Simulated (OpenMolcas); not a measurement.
## Pd3+: moving or changing the point charges

Pd3+ among 3 point charges of -2 e arranged as a planar triangle (D3h), 2.05 Å from the ion.

```yaml
Program: OpenMolcas
Method: "SS-CASPT2, IPEA 0.25 Eh, imaginary shift 0.1 Eh (closed shells correlated: 4s 4p)"
Basis: ANO-RCC-VDZP [6s5p3d1f]
Scalar_Hamiltonian: DKH2, point nucleus
Active_space: 7 electrons in 5 orbitals (4d)
State_averaging: 2S+1 = 4 even, 10 roots; 2S+1 = 2 even, 40 roots
Spin-orbit_coupling: RASSI with atomic mean-field integrals over the reference wave functions
```

Runs around this geometry, states (labels of D3, the rotations of D3h). Energies in cm-1 above the lowest state or level, χT in cm3 K/mol.

| R (Å) | q (e) | Ground state | First state of that spin | First gap with spin-orbit (degeneracies) | χT at 300 K | First state of another spin |
| --- | --- | --- | --- | --- | --- | --- |
| 2.05 | -1.6 | 4A2 | 4E 610 | 420 (2, 2) | 4.430 | 2E 15060 |
| 1.85 | -2 | 4E | 4A2 420 | 250 (2, 2) | 4.301 | 2E 13430 |
| 2.05 | -2 | 4A2 | 4E 220 | 370 (2, 2) | 4.405 | 2E 15050 |
| 2.29 | -2 | 4A2 | 4E 400 | 370 (2, 2) | 4.562 | 2E 14960 |

The ground state changes within this set.

Roots that are degenerate in the reference are averaged as groups; the widest CASPT2 spread within a group is 120 cm-1 (the 2-fold group of multiplicity 4 near 4370 cm-1 above the lowest state of its run, R = 2.29, q = -2). Shifts and gaps below about the spread of the groups concerned are not significant. Point charges give a weaker field than real ligands, and real ions of this kind are as a rule low spin; the high spin found here belongs to the model. Free-ion shares, where given, are those of the reference states; single-state CASPT2 does not remix them. Spin-orbit coupling mixes the spin-free states strongly: the lowest level takes only 58 % from its leading state, 4A2 (figures for R = 2.05, q = -1.6; the like holds for R = 1.85, q = -2, R = 2.05, q = -2, R = 2.29, q = -2). This shell can be high or low spin here, a state of another spin lies low, and with metal d orbitals alone active their balance is uncertain, so the ground spin may be wrong (holds for R = 1.85, q = -2; R = 2.29, q = -2). This is an electrostatic model: the charges have no orbitals. No measured value stands beside these numbers.
